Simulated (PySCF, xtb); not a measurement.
ZrIH3, SMILES [I][ZrH3], multiplicity 1.

Harmonic wavenumbers (cm⁻¹) from GFN2-xTB (xtb 6.7.1) at its own minimum, in rising order: 214, 426, 426, 534, 600, 600, 1268, 1268, 1315.

### Question
What does PBE-D3(BJ)/def2-TZVP (PySCF 2.14.0) give at its own minimum? (Estimate from the structure and the level; the computed values follow.)

### Answer
220, 305, 305, 526, 601, 601, 1653, 1653, 1687. Paired by order, the mean absolute difference is 155 cm⁻¹ and the zero-point energies are 9.5 and 10.8 kcal/mol.
